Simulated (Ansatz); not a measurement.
Steps of a relaxation of `CO[SiH](C#N)OC` with RKS PBE0-D4/def2-TZVP.

```sh
$ ansatz run in.yaml --threads 2 --pin off --events-out ev --progress --plain --max-ram 32768MiB --backend cuda --devices 0, --max-vram 18GiB
```

```yaml
crystal:
  periodic: [false, false, false]
  atoms:
    - {symbol: C, position_ang: [-0.587970, 0.712570, -2.182040]}
    - {symbol: O, position_ang: [-0.453330, 0.075010, -0.944840]}
    - {symbol: Si, position_ang: [0.540610, 0.396340, 0.292910]}
    - {symbol: C, position_ang: [0.225800, 2.099870, 0.996670]}
    - {symbol: N, position_ang: [0.056300, 3.176040, 1.347240]}
    - {symbol: O, position_ang: [0.135550, -0.547650, 1.527110]}
    - {symbol: C, position_ang: [0.029900, -1.938010, 1.624250]}
    - {symbol: H, position_ang: [0.319930, 0.595290, -2.777590]}
    - {symbol: H, position_ang: [-1.426180, 0.251310, -2.704820]}
    - {symbol: H, position_ang: [-0.785420, 1.778130, -2.048500]}
    - {symbol: H, position_ang: [1.944190, 0.308290, -0.112240]}
    - {symbol: H, position_ang: [-0.398600, -2.170030, 2.599590]}
    - {symbol: H, position_ang: [-0.616200, -2.335250, 0.839840]}
    - {symbol: H, position_ang: [1.015430, -2.401890, 1.542400]}
basis:
  gaussian: {orbitals: def2-TZVP}
hamiltonian: {xc: pbe0, dispersion: d4}
relax: {f_tol: 0.005, max_steps: 150}
```

Positions (Å) and forces (eV/Å) along the path, 11 of 17 steps:

```xyz
14
step=1 energy=-16678.9747 eV
C    -0.588    0.713   -2.182    0.060    0.128   -0.159
O    -0.453    0.075   -0.945    0.041   -0.136    0.448
Si    0.541    0.396    0.293   -0.547    0.169    0.239
C     0.226    2.100    0.997    0.250   -0.993   -0.627
N     0.056    3.176    1.347   -0.148    0.839    0.313
O     0.136   -0.548    1.527    0.067    0.320    0.192
C     0.030   -1.938    1.624    0.049   -0.191   -0.048
H     0.320    0.595   -2.778    0.027    0.000   -0.138
H    -1.426    0.251   -2.705    0.015    0.055   -0.068
H    -0.785    1.778   -2.049   -0.078    0.086   -0.077
H     1.944    0.308   -0.112    0.289    0.014   -0.078
H    -0.399   -2.170    2.600    0.011   -0.085   -0.016
H    -0.616   -2.335    0.840   -0.074   -0.081   -0.021
H     1.015   -2.402    1.542    0.040   -0.128    0.041
14
step=2 energy=-16679.0038 eV
C    -0.584    0.724   -2.176    0.036    0.076   -0.090
O    -0.469    0.081   -0.931   -0.042   -0.037    0.132
Si    0.520    0.395    0.312   -0.176    0.076    0.040
C     0.227    2.114    0.966    0.005    0.004   -0.121
N     0.067    3.207    1.295    0.012   -0.105   -0.019
O     0.130   -0.558    1.548    0.038    0.146    0.146
C     0.036   -1.957    1.630    0.010   -0.135   -0.056
H     0.326    0.605   -2.771    0.021   -0.004   -0.008
H    -1.416    0.270   -2.715    0.001   -0.001   -0.007
H    -0.788    1.792   -2.054   -0.012    0.019    0.008
H     1.934    0.316   -0.099    0.096   -0.021   -0.011
H    -0.382   -2.209    2.606    0.006   -0.006   -0.003
H    -0.620   -2.355    0.852   -0.016   -0.005   -0.011
H     1.020   -2.425    1.539    0.019   -0.008   -0.001
14
step=3 energy=-16679.0120 eV
C    -0.580    0.734   -2.166    0.039    0.039   -0.026
O    -0.489    0.083   -0.918   -0.085   -0.037   -0.010
Si    0.502    0.390    0.325    0.053   -0.004   -0.068
C     0.220    2.120    0.934   -0.030    0.121    0.030
N     0.067    3.220    1.241    0.018   -0.135   -0.042
O     0.126   -0.561    1.566   -0.010    0.063    0.116
C     0.041   -1.967    1.631    0.010   -0.065   -0.057
H     0.339    0.610   -2.748   -0.004    0.003    0.025
H    -1.406    0.287   -2.720    0.011   -0.006    0.015
H    -0.781    1.803   -2.043    0.007   -0.012    0.017
H     1.922    0.304   -0.090   -0.021   -0.023    0.016
H    -0.361   -2.235    2.609    0.009    0.016   -0.012
H    -0.626   -2.358    0.857    0.011    0.015    0.007
H     1.027   -2.429    1.520   -0.008    0.024   -0.010
14
step=4 energy=-16679.0164 eV
C    -0.576    0.738   -2.154    0.031    0.010    0.013
O    -0.511    0.079   -0.906   -0.087   -0.045   -0.064
Si    0.487    0.384    0.331    0.126   -0.017   -0.077
C     0.213    2.122    0.910   -0.018    0.136    0.081
N     0.065    3.228    1.200    0.012   -0.113   -0.041
O     0.121   -0.559    1.584   -0.050    0.012    0.087
C     0.045   -1.968    1.628    0.019   -0.010   -0.040
H     0.354    0.613   -2.719   -0.014    0.004    0.022
H    -1.394    0.298   -2.725    0.016   -0.001    0.014
H    -0.773    1.807   -2.026    0.006   -0.016    0.008
H     1.907    0.280   -0.085   -0.046   -0.007    0.007
H    -0.337   -2.252    2.610    0.012    0.013   -0.019
H    -0.634   -2.350    0.860    0.014    0.011    0.014
H     1.033   -2.421    1.492   -0.022    0.022   -0.006
14
step=5 energy=-16679.0199 eV
C    -0.570    0.739   -2.140    0.009   -0.022    0.018
O    -0.539    0.067   -0.895   -0.061   -0.016   -0.077
Si    0.468    0.376    0.335    0.124    0.020   -0.035
C     0.211    2.124    0.893   -0.006    0.058    0.061
N     0.069    3.235    1.165    0.005   -0.045   -0.022
O     0.107   -0.550    1.604   -0.060   -0.045    0.033
C     0.049   -1.963    1.623    0.025    0.011    0.004
H     0.375    0.617   -2.681   -0.017    0.004    0.018
H    -1.373    0.304   -2.736    0.020    0.003    0.016
H    -0.769    1.806   -2.006    0.003   -0.009    0.003
H     1.883    0.253   -0.088   -0.035   -0.003   -0.002
H    -0.307   -2.270    2.607    0.014    0.016   -0.028
H    -0.643   -2.338    0.863    0.008    0.007    0.011
H     1.039   -2.401    1.455   -0.030    0.022   -0.002
14
step=7 energy=-16679.0238 eV
C    -0.561    0.734   -2.151    0.002    0.000    0.002
O    -0.606    0.109   -0.884   -0.002    0.003   -0.009
Si    0.421    0.382    0.340    0.001    0.009    0.006
C     0.223    2.129    0.927    0.004   -0.026   -0.007
N     0.117    3.240    1.212    0.000    0.010    0.003
O     0.037   -0.542    1.606    0.002    0.005   -0.003
C     0.055   -1.956    1.620    0.003    0.002    0.000
H     0.417    0.604   -2.628   -0.001    0.001    0.005
H    -1.321    0.272   -2.781    0.000   -0.002   -0.005
H    -0.775    1.804   -2.068    0.000   -0.001    0.001
H     1.824    0.213   -0.104   -0.007    0.001    0.003
H    -0.212   -2.283    2.625    0.003   -0.003    0.001
H    -0.670   -2.363    0.910   -0.001   -0.002    0.003
H     1.050   -2.343    1.377   -0.004    0.004   -0.001
14
step=9 energy=-16679.0241 eV
C    -0.558    0.736   -2.154    0.001   -0.004   -0.002
O    -0.613    0.114   -0.886   -0.001    0.003    0.001
Si    0.414    0.381    0.340   -0.002    0.003   -0.004
C     0.224    2.128    0.929   -0.001    0.005    0.005
N     0.124    3.238    1.219    0.002   -0.007   -0.004
O     0.027   -0.542    1.606   -0.002   -0.001   -0.002
C     0.054   -1.955    1.621    0.002   -0.001    0.003
H     0.426    0.612   -2.617    0.002    0.003    0.000
H    -1.306    0.265   -2.792    0.001    0.000   -0.001
H    -0.783    1.804   -2.077    0.000   -0.001    0.002
H     1.816    0.206   -0.105   -0.003   -0.001    0.002
H    -0.185   -2.283    2.632    0.002    0.000    0.001
H    -0.686   -2.368    0.929    0.000    0.002    0.002
H     1.045   -2.337    1.354   -0.001   -0.001   -0.003
14
step=10 energy=-16679.0236 eV rejected
C    -0.547    0.738   -2.163   -0.009    0.007   -0.014
O    -0.640    0.134   -0.888    0.013    0.004   -0.027
Si    0.389    0.382    0.341    0.001   -0.018   -0.006
C     0.224    2.127    0.939    0.001    0.007    0.009
N     0.143    3.236    1.241    0.001   -0.007   -0.008
O    -0.008   -0.541    1.604    0.014   -0.012    0.007
C     0.053   -1.954    1.624   -0.008   -0.078    0.026
H     0.460    0.639   -2.586   -0.047   -0.001    0.027
H    -1.256    0.239   -2.826    0.033    0.018    0.029
H    -0.805    1.801   -2.107    0.011   -0.022   -0.014
H     1.787    0.182   -0.106   -0.002    0.010    0.004
H    -0.091   -2.282    2.658    0.026    0.040   -0.149
H    -0.739   -2.381    0.999    0.088    0.018    0.069
H     1.028   -2.318    1.270   -0.121    0.035    0.046
14
step=12 energy=-16679.0242 eV
C    -0.557    0.736   -2.155    0.002    0.002    0.002
O    -0.616    0.116   -0.886    0.000   -0.001    0.000
Si    0.411    0.381    0.340   -0.001    0.001    0.002
C     0.224    2.128    0.930   -0.002   -0.002    0.000
N     0.126    3.238    1.219    0.001    0.002    0.000
O     0.024   -0.542    1.605    0.000    0.000   -0.002
C     0.055   -1.956    1.622    0.001    0.002    0.000
H     0.429    0.615   -2.615    0.000    0.000    0.001
H    -1.302    0.264   -2.795    0.001   -0.001   -0.001
H    -0.784    1.804   -2.079   -0.001    0.002   -0.002
H     1.813    0.204   -0.104    0.000   -0.002   -0.001
H    -0.177   -2.283    2.635    0.002    0.000    0.004
H    -0.689   -2.369    0.935   -0.005   -0.003   -0.001
H     1.044   -2.335    1.348    0.003    0.001   -0.002
14
step=14 energy=-16679.0246 eV
C    -0.549    0.741   -2.161   -0.001   -0.003   -0.003
O    -0.631    0.127   -0.890    0.001    0.001   -0.002
Si    0.395    0.379    0.340    0.000   -0.004    0.001
C     0.222    2.125    0.935   -0.002    0.015    0.002
N     0.137    3.236    1.225    0.000   -0.011   -0.002
O     0.001   -0.543    1.604   -0.003   -0.005   -0.001
C     0.053   -1.956    1.625    0.001   -0.015    0.008
H     0.452    0.637   -2.592   -0.007    0.001    0.001
H    -1.267    0.250   -2.819    0.008    0.004    0.008
H    -0.799    1.804   -2.096    0.001   -0.003   -0.002
H     1.795    0.190   -0.103    0.001   -0.001   -0.001
H    -0.108   -2.282    2.654    0.006    0.010   -0.027
H    -0.729   -2.383    0.990    0.015    0.007    0.012
H     1.029   -2.325    1.289   -0.020    0.003    0.006
14
step=17 energy=-16679.0247 eV
C    -0.545    0.741   -2.162   -0.002    0.000   -0.001
O    -0.629    0.127   -0.892    0.001    0.001    0.000
Si    0.394    0.380    0.341    0.000   -0.001    0.000
C     0.218    2.126    0.936    0.000    0.001    0.001
N     0.130    3.236    1.228    0.000   -0.002   -0.001
O    -0.002   -0.543    1.603    0.000   -0.001   -0.001
C     0.051   -1.956    1.625   -0.001    0.002    0.001
H     0.458    0.640   -2.591    0.000    0.000    0.000
H    -1.259    0.247   -2.822    0.000    0.000    0.000
H    -0.799    1.803   -2.099    0.001    0.000    0.000
H     1.796    0.190   -0.100    0.000    0.001    0.000
H    -0.080   -2.280    2.658    0.000   -0.001    0.002
H    -0.749   -2.383    1.014    0.000    0.000   -0.001
H     1.015   -2.327    1.261    0.001   -0.001   -0.001
```

Run time 31 s (2 threads of an AMD EPYC 7R13 on a shared host and a share of an NVIDIA H100 80 GB); peak host memory 0.91 GiB.
